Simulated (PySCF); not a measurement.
## Fractional electron number in Rh⁺ (rhodium, charge +1)

The 4d beta orbital of [Kr] 4d8 is emptied in steps (occupation f), with all orbitals relaxed, ending at [Kr] 4d7. All numbers are calculated (PySCF 2.14, scalar relativity through the core potential, in def2-SVP with the def2 core potential (28 electrons) (5s3p2d1f, 31 functions)). The exact energy is a straight line in f; departures are measured from the line between the end points of the same method.

Q: Among PBE0, r2SCAN, LC-wPBE, which shows the largest delocalisation error (convex curve), and which is closest to linear?

A: Most convex: r2SCAN (-1.337 eV at f = 0.5); closest to linear: LC-wPBE (-0.269 eV).

```tsv
f	PBE0 (eV)	r2SCAN (eV)	LC-wPBE (eV)
1	0.000	0.000	0.000
0.75	-0.733	-0.996	-0.194
0.5	-0.990	-1.337	-0.269
0.25	-0.751	-1.008	-0.210
0	0.000	0.000	0.000
```

```csv
method,E(f=0) − E(f=1) (eV),−ε at f=1 (eV),−ε at f=0.5 (eV)
PBE0,18.445,14.584,18.397
r2SCAN,18.382,13.111,18.349
LC-wPBE,18.369,17.376,18.327
```

Reference removal energy between the ground levels: 18.08 eV (semi-empirical (NIST evaluation); NIST Atomic Spectra Database, ionization energies). The calculation has no spin-orbit coupling. The determinant left behind need not be the lowest term of the ion.
